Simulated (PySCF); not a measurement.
Simulation results for B2GeH5O

Computed with PySCF 2.14.0. Calculation on a computer-drawn molecule: the log of a Hartree-Fock and frozen-core CCSD(T) single point meant for a local Hartree-Fock minimum, with one planted fault or none, to be diagnosed. Offsets are logged minus clean, where the clean run is the same molecule without the fault. The reference is restricted for singlets and unrestricted otherwise, and also for a bond in bohr or an excited solution. Adding or removing an electron swaps singlet and doublet. The excited solution moves the top pair (singlet) or top alpha electron (doublet) to the lowest empty orbital. Highest occupied and lowest empty are orbital energies over both spins, largest force is the largest gradient component, triples share is (T) over the correlation energy, the T1 limit is 0.02 restricted and 0.045 unrestricted, electrons count all cores, a negative frequency is imaginary (commonest isotopes), and the dipole is about the centre of nuclear charge; on germanium a core potential holds 10 electrons, which the energies leave out, and 3d is frozen in MP2 and coupled-cluster steps.

```xyz
9
formula=B2GeH5O meant_charge=1 meant_multiplicity=1 meant_basis=cc-pVDZ meant_basis_and_core_potential_on_germanium=cc-pVDZ-PP_ECP10MDF logged_electrons=54 logged_basis_functions=90 logged_SCF_converged=yes logged_spin_squared=0 logged_highest_occupied=-10.433 logged_lowest_empty=-11.191 logged_largest_force=0.12254 logged_CC_converged=no logged_dipole_magnitude=5.6181 logged_SCF_stable_within_its_kind=no logged_energy_HF=-419.74215 possible_faults=no_fault,one_electron_removed,one_electron_added,multiplicity_raised_by_two,geometry_at_a_saddle_point,SCF_held_on_an_excited_solution,minimal_basis_STO-3G,one_bond_length_entered_in_bohr,all_coordinates_scaled planted_fault=SCF_held_on_an_excited_solution HF_energy_offset_from_clean_run=303.6
B      1.4735     0.8455     1.5633
B     -0.1714     0.6458     1.2626
Ge    -1.0426     1.0333    -0.5921
O     -0.9838    -0.2843    -1.6817
H      1.8858     1.8993     1.9498
H      2.2216    -0.0700     1.3893
H     -0.9835     0.2729     2.0548
H     -1.7322     2.2630    -1.1560
H     -1.3709    -0.2393    -2.5509
```

Units: logged_highest_occupied, logged_lowest_empty in eV; logged_largest_force in hartree/bohr; logged_dipole_magnitude in debye; logged_energy_HF in hartree; HF_energy_offset_from_clean_run in kcal/mol.

Drawn bonds:
| atom | other atom | order |
| --- | --- | --- |
| 1 | 2 | 1 |
| 2 | 3 | 1 |
| 3 | 4 | 1 |
| 1 | 5 | 1 |
| 1 | 6 | 1 |
| 2 | 7 | 1 |
| 3 | 8 | 1 |
| 4 | 9 | 1 |

Notes: CCSD not converged.
